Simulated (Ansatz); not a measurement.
A nudged elastic band was laid between two geometries of BFH3N + ClH (8 atoms, charge 0, multiplicity 1).

All numbers below come from Ansatz 0.2.0, RKS PBE0/def2-SVP.

```json
{
 "movable images": "7",
 "climbing image": "yes",
 "spring": "5.0 eV/Å²",
 "optimiser": "quadratic models (default)",
 "start path": "through a guess of the saddle point",
 "force threshold": "0.05 eV/Å",
 "iteration limit": "60",
 "end points": "relaxed"
}
```

First end point:

```xyz
8
Properties=species:S:1:pos:R:3
B 0.067 -0.172 -0.252
F 0.040 -0.260 1.097
N 1.290 -0.259 -0.901
H 2.167 -0.370 -0.407
H 1.377 -0.187 -1.904
H -0.974 -0.028 -0.840
Cl 0.102 2.838 1.884
H -0.007 1.551 1.874
```

Last end point:

```xyz
8
Properties=species:S:1:pos:R:3
B 0.095 0.568 -0.468
F 0.038 -0.104 2.394
N 1.277 0.049 -0.956
H 1.317 -0.859 -1.400
H 2.174 0.505 -0.844
H -0.963 0.017 -0.598
Cl 0.124 2.169 0.343
H 0.000 0.769 2.082
```

Q: What changes between the two ends?

A: Bonds broken: B1–F2, Cl7–H8. Bonds formed: B1–Cl7, F2–H8. BFH3N + ClH becomes BClH3N + FH.

Q: Give the energies along the band, and the barrier.

A: It converged. The highest image is number 5 of 0 to 8, 1.55 eV above the first end and 1.06 eV above the last; the last end lies 0.50 eV above the first. The profile has 2 maxima (images 2, 5) with wells between them (image 3): this band takes more than one step, which may be the mechanism or a detour left from its start path. Neighbouring images differ by up to 1.2 eV, so the band resolves the path poorly. A vibrational analysis at the climbing image gives one clearly imaginary mode, 523i cm⁻¹: a first-order saddle point. The orbitals stay closed-shell, which can raise the energy where a bond breaks towards radicals; this wasn't checked here.

| image | path coordinate (Å) | energy (eV) | B1–F2 (Å) | Cl7–H8 (Å) | B1–Cl7 (Å) |
| --- | --- | --- | --- | --- | --- |
| 0 | 0.00 | 0.00 | 1.35 | 1.29 | 3.69 |
| 1 | 0.96 | 0.14 | 1.37 | 1.30 | 2.90 |
| 2 | 1.92 | 1.36 | 1.67 | 1.73 | 2.04 |
| 3 | 2.88 | 0.66 | 2.36 | 2.04 | 1.82 |
| 4 | 3.85 | 0.93 | 2.64 | 2.15 | 1.80 |
| 5 | 4.81 | 1.55 | 2.30 | 2.31 | 1.81 |
| 6 | 5.53 | 1.23 | 2.42 | 2.46 | 1.80 |
| 7 | 6.26 | 0.63 | 2.64 | 2.47 | 1.79 |
| 8 | 6.98 | 0.50 | 2.94 | 2.24 | 1.80 |

Q: What is the geometry of the highest image?

A: 
```xyz
8
Properties=species:S:1:pos:R:3
B 0.136 0.711 -0.327
F 0.111 -0.396 1.692
N 1.462 0.258 -0.667
H 1.618 -0.685 -0.312
H 1.576 0.197 -1.679
H -0.918 0.268 -0.717
Cl -0.033 2.277 0.557
H 0.110 0.483 2.003
```

The run took 15 min on 1 thread of Arm Neoverse V1, with other jobs on the host, peak memory 0.16 GiB.
